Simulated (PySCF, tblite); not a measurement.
Species: C5H7NSi.
Geometry (GFN2-xTB, Å), atoms numbered from 1 in this order:
```
atom  x, y, z in Å
C1     2.5207   -1.5723   -0.1110
C2     1.8788   -0.5858   -0.3293
C3     1.0711    0.5850   -0.5682
Si4   -0.4861    0.5938    0.5489
C5    -1.5751   -0.9213    0.2138
C6    -1.4339    2.1284    0.0413
N7    -2.0082    3.0689   -0.2722
H8     3.1083   -2.4239    0.0589
H9     0.7820    0.6037   -1.6229
H10    1.6745    1.4767   -0.3820
H11   -0.1412    0.7595    1.9655
H12   -2.4722   -0.9100    0.8262
H13   -1.8878   -0.9673   -0.8268
H14   -1.0315   -1.8359    0.4356
```

Computed, not measured: CAM-B3LYP/def2-SVPD in PySCF (dipole) on a GFN2-xTB geometry, gas phase.

Take the most abundant isotopes and a rigid rotor. The values belong to one conformer with, in the numbering `[CH:1]#[C:2][CH2:3][Si@H:4]([CH3:5])[C:6]#[N:7]`, C2–C3–Si4–C5 -60°.

Question: Give the principal moments of inertia and the rotational constants in cm⁻¹.

Answer: Ia = 115.18, Ib = 431.72, Ic = 512.82 u·Å²; 505379 MHz·u·Å²/I gives 4388, 1171 and 985.5 MHz, that is A = 0.14636, B = 0.03905, C = 0.03287 cm⁻¹.

Question: Classify the top.

Answer: An asymmetric top; Ray's κ = -0.891.

Question: Is it planar, by Δ = Ic − Ia − Ib?

Answer: Not planar: Δ = Ic − Ia − Ib = -34.08 u·Å². For a rigid frame Δ = −2 Σ m c², so Σ m c² = 17.04 u·Å² lies off the ab plane: 7.80 from hydrogen and 9.24 from heavier atoms. The atom farthest from that plane is 1.91 Å away.

Question: Where do the levels up to J = 2 lie, in cm⁻¹?

Answer: Above 0(0,0):
J = 1: 1(0,1) 0.0719, 1(1,1) 0.1792, 1(1,0) 0.1854
J = 2: 2(0,2) 0.2155, 2(1,2) 0.3169, 2(1,1) 0.3354, 2(2,1) 0.6574, 2(2,0) 0.6576

Question: Which types of transition are allowed, and where do some lines up to J = 2 fall?

Answer: The dipole components are |μa| = 3.15 D, |μb| = 1.56 D, |μc| = 0.30 D. The squared components, which scale the intensities, stand as 1.00 : 0.25 : 0.01 (a : b : c). Some lines, for components of 0.1 D or more:

```json
{"type": "a", "branch": "Q", "J(Ka,Kc)": "2(1,1) ← 2(1,2)", "MHz": "555", "lower level (cm⁻¹)": "0.317"}
{"type": "b", "branch": "R", "J(Ka,Kc)": "2(0,2) ← 1(1,1)", "MHz": "1087", "lower level (cm⁻¹)": "0.179"}
{"type": "a", "branch": "R", "J(Ka,Kc)": "1(0,1) ← 0(0,0)", "MHz": "2156", "lower level (cm⁻¹)": "0.000"}
{"type": "b", "branch": "Q", "J(Ka,Kc)": "1(1,0) ← 1(0,1)", "MHz": "3402", "lower level (cm⁻¹)": "0.072"}
{"type": "b", "branch": "Q", "J(Ka,Kc)": "2(1,1) ← 2(0,2)", "MHz": "3595", "lower level (cm⁻¹)": "0.216"}
{"type": "a", "branch": "R", "J(Ka,Kc)": "2(1,2) ← 1(1,1)", "MHz": "4127", "lower level (cm⁻¹)": "0.179"}
{"type": "a", "branch": "R", "J(Ka,Kc)": "2(0,2) ← 1(0,1)", "MHz": "4304", "lower level (cm⁻¹)": "0.072"}
{"type": "a", "branch": "R", "J(Ka,Kc)": "2(1,1) ← 1(1,0)", "MHz": "4497", "lower level (cm⁻¹)": "0.185"}
{"type": "b", "branch": "R", "J(Ka,Kc)": "1(1,1) ← 0(0,0)", "MHz": "5373", "lower level (cm⁻¹)": "0.000"}
{"type": "c", "branch": "R", "J(Ka,Kc)": "1(1,0) ← 0(0,0)", "MHz": "5559", "lower level (cm⁻¹)": "0.000"}
{"type": "b", "branch": "R", "J(Ka,Kc)": "2(1,2) ← 1(0,1)", "MHz": "7344", "lower level (cm⁻¹)": "0.072"}
{"type": "c", "branch": "R", "J(Ka,Kc)": "2(1,1) ← 1(0,1)", "MHz": "7900", "lower level (cm⁻¹)": "0.072"}
{"type": "c", "branch": "Q", "J(Ka,Kc)": "2(2,1) ← 2(1,1)", "MHz": "9652", "lower level (cm⁻¹)": "0.335"}
{"type": "b", "branch": "Q", "J(Ka,Kc)": "2(2,0) ← 2(1,1)", "MHz": "9660", "lower level (cm⁻¹)": "0.335"}
{"type": "b", "branch": "Q", "J(Ka,Kc)": "2(2,1) ← 2(1,2)", "MHz": "10207", "lower level (cm⁻¹)": "0.317"}
{"type": "b", "branch": "R", "J(Ka,Kc)": "2(2,1) ← 1(1,0)", "MHz": "14149", "lower level (cm⁻¹)": "0.185"}
{"type": "c", "branch": "R", "J(Ka,Kc)": "2(2,0) ← 1(1,0)", "MHz": "14157", "lower level (cm⁻¹)": "0.185"}
{"type": "c", "branch": "R", "J(Ka,Kc)": "2(2,1) ← 1(1,1)", "MHz": "14334", "lower level (cm⁻¹)": "0.179"}
{"type": "b", "branch": "R", "J(Ka,Kc)": "2(2,0) ← 1(1,1)", "MHz": "14342", "lower level (cm⁻¹)": "0.179"}
```

Its GFN2-xTB frequencies are all real (lowest 37 cm⁻¹). Zero-point vibration and centrifugal distortion are left out. A rigid rotor knows nothing of internal rotation, which can split or shift real lines. Quadrupole hyperfine structure (14N) is left out.
